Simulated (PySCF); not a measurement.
## Magnetisability: SMILES N1=NC(C#C)=C(C)N1, C$_{5}$H$_{5}$N$_{3}$

Cartesian coordinates in Å; atom numbers follow the order of the lines, from 1:
```xyz
13

C     2.955    0.494   -0.135
C     1.770    0.681   -0.179
C     0.379    0.878   -0.233
N    -0.212    2.102   -0.236
N    -1.472    1.963   -0.294
N    -1.759    0.659   -0.331
C    -0.624   -0.082   -0.295
C    -0.589   -1.561   -0.313
H     3.992    0.345   -0.096
H    -2.712    0.334   -0.380
H    -1.187   -1.951   -1.136
H    -0.986   -1.964    0.619
H     0.438   -1.898   -0.428
```

Method used: GIAO B3LYP/pcSseg-1 magnetisability, rotational g tensor and spin-rotation constants, non-relativistic, gas phase in PySCF. Geometry: GFN2-xTB.

How diamagnetic is it, and how anisotropic?

Isotropic -1078 × 10⁻³⁰ J/T², or -64.9 × 10⁻⁶ cm³/mol; principal values -1524, -932, -777 × 10⁻³⁰ J/T², anisotropy 683 × 10⁻³⁰ J/T² (root of half the summed squared differences of the principal values). The susceptibility is in cgs units.

Split it along the inertial axes a, b, c into diamagnetic and paramagnetic parts about the centre of mass, with the quadrupole moment.


```tsv
axis	χ (10⁻⁶ cm³/mol)	diamagnetic (10⁻⁶ cm³/mol)	paramagnetic (10⁻⁶ cm³/mol)	summed x² of all electrons (Å²)	quadrupole Θ (D Å)
a	-48.0	-431.0	383.0	147.3	+12.73
b	-54.9	-673.6	618.7	90.1	-7.91
c	-91.8	-1006.9	915.1	11.5	-4.83
```
Anisotropies 2χaa − χbb − χcc = +50.7 and 2χbb − χaa − χcc = +30.0 × 10⁻⁶ cm³/mol. Θ is traceless in Buckingham's convention.

And the rotational g tensor?


```
axis  rotational constant (GHz)        g  nuclear part  electronic part
   a                     3.5921  -0.0644        0.5818          -0.6463
   b                     1.9730  -0.0177        0.5557          -0.5734
   c                     1.2837  +0.0096        0.5615          -0.5519
```
Asymmetric top; isotopes 12C, 1H, 14N; no vibrational averaging.
